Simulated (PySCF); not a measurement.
## Bond curve of CsN⁺

Set-up: Cs def2-SVPD with ECP46, N def2-SVPD; scalar-relativistic core potentials (PySCF 2.14). Energies in eV from Cs⁺ + N in their ground configurations at the same level. State: ⁴Σ⁻ (quartet), unpaired electrons σ ↑, π ↑↑.

All columns are PBE0. A positive dipole points towards N; it is taken about the centre of mass and depends on that origin.

```csv
R (Å),E (eV),μ (D),Mulliken charge on Cs (basis-dependent),HOMO (eV),LUMO (eV),Mayer bond order,⟨S²⟩
3.018,-0.030,-0.75,0.96,-14.93,-7.14,0.11,3.75
3.158,-0.067,-0.84,0.96,-14.73,-6.98,0.10,3.75
3.299,-0.085,-0.94,0.96,-14.55,-6.81,0.09,3.75
3.404,-0.090,-1.02,0.97,-14.41,-6.68,0.08,3.75
3.509,-0.091,-1.09,0.97,-14.29,-6.56,0.07,3.75
3.614,-0.089,-1.16,0.97,-14.16,-6.43,0.06,3.75
3.755,-0.084,-1.26,0.97,-14.01,-6.27,0.06,3.75
3.930,-0.076,-1.38,0.98,-13.82,-6.08,0.05,3.75
4.141,-0.065,-1.52,0.98,-13.62,-5.87,0.04,3.75
4.421,-0.052,-1.70,0.98,-13.39,-5.62,0.04,3.75
```

A fit through these points gives, at Re = 3.484 Å, μ = -1.07 D and dμ/dR = -0.706 D/Å; the reduced mass is 12.67 u.

Question: How strong is the fundamental in the double-harmonic approximation, I = 42.26·(dμ/dR)²/μred km/mol?

Answer: I = 42.26·(-0.706)²/12.67 = 1.66 km/mol at PBE0.

The bond is weak. Basis-set superposition, not corrected here, can be much of De in a small basis, most of all at correlated wavefunction levels. These are scalar-relativistic numbers at best; spin–orbit coupling would shift them, the dissociation energy most. For an ion De counts to the pair picked by the measured ionisation energies or electron affinities, which need not be the lowest pair at this level. The state was picked by a PBE0 search and need not be the measured ground state.
